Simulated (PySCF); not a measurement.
C6H16N2, charge -1, doublet, at the geometry of the source list (a state made from the parent by changing its charge; the spin is typed, not shown lowest) (in this run its highest filled SCF level lies above zero, so its values depend strongly on the basis, on diffuse functions most of all). Base run: PySCF with MN15/STO-3G.

Here is a job for PySCF.
```python
from pyscf import gto, scf, dft

mol = gto.M(
    atom='''
C     2.41240000   -1.09460000    0.97750000
N     1.34980000   -0.27300000    0.44100000
C     1.86760000    0.93370000   -0.16730000
C     0.51700000   -1.04020000   -0.46510000
C    -0.68000000   -0.25830000   -1.01810000
N    -1.30650000    0.61790000   -0.04710000
C    -1.76190000   -0.09170000    1.12920000
C    -2.37730000    1.37450000   -0.65780000
H     2.98100000   -0.51240000    1.70130000
H     1.98200000   -1.95600000    1.48840000
H     3.10470000   -1.46230000    0.20110000
H     1.03490000    1.59190000   -0.39930000
H     2.44490000    0.73210000   -1.08520000
H     2.51830000    1.43740000    0.54630000
H     0.15820000   -1.91350000    0.08710000
H     1.09680000   -1.41460000   -1.33220000
H    -0.35230000    0.36710000   -1.85340000
H    -1.39960000   -0.99750000   -1.42300000
H    -0.89800000   -0.50100000    1.64530000
H    -2.26120000    0.61180000    1.79430000
H    -2.46660000   -0.90510000    0.88770000
H    -3.19590000    0.73580000   -1.03100000
H    -1.98270000    1.94980000   -1.49550000
H    -2.78580000    2.06820000    0.07570000
''',
    basis='sto-3g',
    charge=-1,
    spin=1,
    verbose=5,
)

mf = dft.UKS(mol)
mf.xc = 'mn15'
mf.kernel()
```

Variants of this job, named by their change:

| change | ΔE vs base (mEh) | grid points | electrons on the grid |
|---|---|---|---|
| base | 0.000 | 269440 | 67.00002 |
| grids.atom_grid = (150, 974) | -0.009 | 1952160 | 67.00000 |
| grids.level = 0 | -317.2 | 18560 | 66.98774 |
| small_rho_cutoff = 0 | 0.000 | 269440 | 67.00002 |
| grids.prune = dft.gen_grid.treutler_prune | -0.009 | 230992 | 67.00000 |
| grids.atom_grid = (75, 302) | 0.001 | 349920 | 67.00001 |
| grids.atom_grid = (50, 194) | -0.038 | 158640 | 67.00020 |
| grids.level = 4 | -0.019 | 478728 | 67.00000 |
| grids.prune = dft.gen_grid.sg1_prune | 0.439 | 119600 | 67.00032 |
| grids.becke_scheme = stratmann | -0.004 | 269440 | 67.00001 |
| grids.level = 2 | 0.008 | 175184 | 67.00001 |

Open shells are given as the SCF converged; they aren't shown to be the lowest states, and a large step between rows can be another state.
